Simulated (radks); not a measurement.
Initial-state core-level shifts of the gallium ion Ga2+ when its valence configuration changes from [Ar] 3d10 4s1. All-electron calculation, Dirac Kohn-Sham, PBE, spin-unpolarised, spherical densities, finite nucleus; open shells fill j = l - 1/2 first; Fermi nuclear charge, rms radius 3.9973 fm. Program: a radial shooting solver on a logarithmic mesh with Libxc functionals. Shifts are changes of the shell-averaged eigenvalues in eV (positive: less bound); the change of the density at the nucleus, which sets a Mossbauer isomer shift, is in e/bohr^3, on a base of 2.824e+04.

valence,1s,2s,2p,3s,density at nucleus
3d9 4s1 4p1,-11.223,-12.255,-12.158,-10.633,+6.744
3d9 4s2,-9.653,-10.741,-10.648,-9.070,+25.466
3d9.5 4s0.5 4p1,-6.280,-6.735,-6.687,-6.035,-5.842
3d9 4s1.5 4p0.5,-10.446,-11.505,-11.410,-9.858,+16.215
3d10 4s0.5 4p0.5,-0.822,-0.783,-0.783,-0.821,-8.440
3d10 4p1,-1.628,-1.552,-1.552,-1.627,-17.107
3d8 4s1 4p2,-23.392,-25.676,-25.472,-21.769,+14.750
3d7 4s2 4p2,-35.107,-38.862,-38.551,-31.958,+48.046
3d8 4s0.5 4p2.5,-24.164,-26.423,-26.215,-22.531,+3.731
